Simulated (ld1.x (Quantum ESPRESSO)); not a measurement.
What the settings do to the TM potential of tellurium (Te)

Base potential:

Te (Z = 52), norm-conserving Troullier–Martins (Kleinman–Bylander form), made with ld1.x (Quantum ESPRESSO) 7.5 (PBEsol, scalar-relativistic). Core [Kr] 4d10, reference 5s2 5p4. Waves: 5s (bound): rc 1.55 bohr; 5p (bound): rc 2.30 bohr; 5d channel at -0.1 Ry: rc 2.25 bohr. Local part: all-electron potential smoothed inside 1.20 bohr (lloc = -1). Core correction: none.

Cutoffs, loose and tight: the cutoffs (Ry, on a coarse ladder) from which the occupation-weighted sum of valence levels, in a spherical-Bessel basis at the reference potential, stays within 10 and 1 mRy of its value at 400 Ry. They do not see the model core or the augmentation charge, which bear on the density cutoff. Test errors are all-electron minus pseudo excitation energies from the reference, over the configurations 5s2 5p3; 5s2 5p2; 5s2 5p1; 5s2 5p4.3; 5s1 5p4; 5s2 5p0; 5s2 5p3.5. A dash means not determined; rows that change the core or the reference have their own tests.

A true bound ghost makes a file unfit for plane-wave use even where its test errors are small: the radial tests pick states by their node count and pass the ghost by.

| change | outcome | cutoff, loose | cutoff, tight | bound ghosts | largest test error (meV) |
| --- | --- | --- | --- | --- | --- |
| base | generated | 35 Ry | 70 Ry | s, p | -65 |
| all radii scaled by about 0.76 (s 1.18, p 1.76, d 1.72 bohr); local potential all-electron potential smoothed inside 0.92 bohr (lloc = -1) | generated | 160 Ry | 260 Ry | s, p, d | -50 |
| all radii scaled by about 0.84 (s 1.30, p 1.92, d 1.88 bohr); local potential all-electron potential smoothed inside 1.00 bohr (lloc = -1) | generated | 110 Ry | 200 Ry | s, p, d | -29 |
| all radii scaled by about 0.93 (s 1.44, p 2.14, d 2.10 bohr); local potential all-electron potential smoothed inside 1.12 bohr (lloc = -1) | generated | 45 Ry | 120 Ry | s, p | -48 |
| all radii scaled by about 1.07 (s 1.66, p 2.46, d 2.40 bohr); local potential all-electron potential smoothed inside 1.28 bohr (lloc = -1) | generated | 30 Ry | 55 Ry | s, p | -3012 |
| all radii scaled by about 1.16 (s 1.80, p 2.68, d 2.62 bohr); local potential all-electron potential smoothed inside 1.40 bohr (lloc = -1) | generated | 30 Ry | 40 Ry | s, p | -6557 |
| all radii scaled by about 1.30 (s 2.00, p 2.98, d 2.92 bohr); local potential all-electron potential smoothed inside 1.56 bohr (lloc = -1) | generated | 25 Ry | 35 Ry | s | -298 |
| all radii scaled by about 1.39 (s 2.16, p 3.20, d 3.14 bohr); local potential all-electron potential smoothed inside 1.66 bohr (lloc = -1) | generated | 25 Ry | 35 Ry | s | -423 |

(1) What comes out with this change to the base: all radii scaled by about 1.21 (s 1.88, p 2.78, d 2.72 bohr); local potential all-electron potential smoothed inside 1.46 bohr (lloc = -1)?

## Answers

(1) outcome: generated; cutoff, loose: 30 Ry; cutoff, tight: 40 Ry; bound ghosts: s; largest test error (meV): +392.

Reading the sweep of the scale of all radii (base = 1) (base included, trends over the rows without a ghost): Bound ghosts are found at 0.76, 0.84, 0.93, 1, 1.07, 1.16, 1.21, 1.3, 1.39. Every judged row has one, so this setting neither creates nor removes them.
